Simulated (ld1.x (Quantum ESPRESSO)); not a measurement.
## Ranking TM potentials for Cr (Z = 24)

All share these settings but for the change named:

| Quantity | Value |
| --- | --- |
| Element | chromium |
| Generator | ld1.x (Quantum ESPRESSO) 7.5 |
| Type | norm-conserving Troullier–Martins (Kleinman–Bylander form) |
| Functional | PBE |
| Relativity | scalar-relativistic |
| Frozen core | [Ne] |
| Valence charge | 14 |
| Reference configuration | 3s2 3p6 3d3 4s0 4p0 (charge +3) |
| Partial waves | 3s (bound): rc 1.45 bohr; 3p (bound): rc 0.95 bohr; 3d (bound): rc 0.95 bohr |
| Local potential | all-electron potential smoothed inside 0.80 bohr (lloc = -1) |
| Core correction | none |

Test errors are all-electron minus pseudo excitation energies from the reference, over 3s2 3p6 3d5 4s1 4p0; 3s2 3p6 3d5 4s0 4p0; 3s2 3p6 3d4 4s0 4p0; 3s2 3p6 3d5.5 4s0.5 4p0; 3s2 3p6 3d2 4s0 4p0; 3s2 3p6 3d6 4s0 4p0; 3s2 3p6 3d4 4s2 4p0. None of these files shows a bound ghost.

The base gives 1580.8 meV.

Of 6 variants that were run, those that failed, showed a ghost or another fault, or gave nearly equal values are left out.

A variant can come out equal or close to the base, since the largest error may sit in a test that the change hardly touches while other tests move.

**Question.** Rank these variants by their largest absolute test error, smallest first.
A. all radii scaled by about 0.88 (s 1.28, p 0.84, d 0.84 bohr); local potential all-electron potential smoothed inside 0.70 bohr (lloc = -1)
B. all radii scaled by about 1.05 (s 1.52, p 1.00, d 1.00 bohr); local potential all-electron potential smoothed inside 0.84 bohr (lloc = -1)
C. all radii scaled by about 1.39 (s 2.02, p 1.32, d 1.32 bohr); local potential all-electron potential smoothed inside 1.12 bohr (lloc = -1)

**Answer.** C (1290.1 meV), B (1544.6 meV), A (2326.5 meV).
